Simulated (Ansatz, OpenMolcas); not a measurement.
The same job for Ansatz

This OpenMolcas 26.06 job computes BNH3F3 (SMILES [NH3+][B-](F)(F)F):

test.input:
```
&GATEWAY
BasLib = $CurrDir
BasisSet
N.cc-pVDZ....
N1 -0.898177 -0.249988 -0.035060 angstrom
End of Basis
BasisSet
B.cc-pVDZ....
B2 0.135123 -0.158888 -1.348860 angstrom
End of Basis
BasisSet
F.cc-pVDZ....
F3 1.124723 -1.057988 -1.058860 angstrom
F4 -0.647777 -0.509688 -2.414660 angstrom
F5 0.547223 1.145712 -1.360160 angstrom
End of Basis
BasisSet
H.cc-pVDZ....
H6 -1.676677 0.389712 -0.158760 angstrom
H7 -0.006300 0.194600 1.496700 angstrom
H8 -1.260677 -1.193688 0.058540 angstrom
End of Basis
&SEWARD
GridInput
Grid=UltraFine
End of Grid
&SCF
KSDFT = SVWN5
Thresholds = 1e-10 1e-07 1e-07 1e-05
PrOrbitals = 1
```

```bash
$ export MOLCAS_MEM=1860
$ pymolcas test.input > test.log
```

(Basis files named in the input come from the Basis Set Exchange and aren't shown.)

The N1–H7 distance was set to 1.827 Å, away from the relaxed value.

A bond is far stretched, where a restricted reference may be unsound.

It gives a total energy of -378.393354 Eh.

Question: How is this level of theory, on these atoms, set up in Ansatz 0.2.0 as an input file of the program's own?

Answer: For example:

molecule.yaml:
```yaml
crystal:
  periodic: [false, false, false]
  atoms:
    - symbol: N
      position_ang: [-0.898177, -0.249988, -0.035060]
    - symbol: B
      position_ang: [0.135123, -0.158888, -1.348860]
    - symbol: F
      position_ang: [1.124723, -1.057988, -1.058860]
    - symbol: F
      position_ang: [-0.647777, -0.509688, -2.414660]
    - symbol: F
      position_ang: [0.547223, 1.145712, -1.360160]
    - symbol: H
      position_ang: [-1.676677, 0.389712, -0.158760]
    - symbol: H
      position_ang: [-0.006300, 0.194600, 1.496700]
    - symbol: H
      position_ang: [-1.260677, -1.193688, 0.058540]
basis:
  gaussian: {orbitals: cc-pVDZ}
hamiltonian: {xc: {name: SVWN5}}
accuracy: high
output: {orbitals: {seedname: orbitals}}
```

```bash
$ ansatz run molecule.yaml --threads 1 --pin off --max-ram 3480MiB --events-out events.jsonl --progress --plain --runs-dir runs
```

Its energy is -378.393354 Eh, 0.000 mEh from the first.
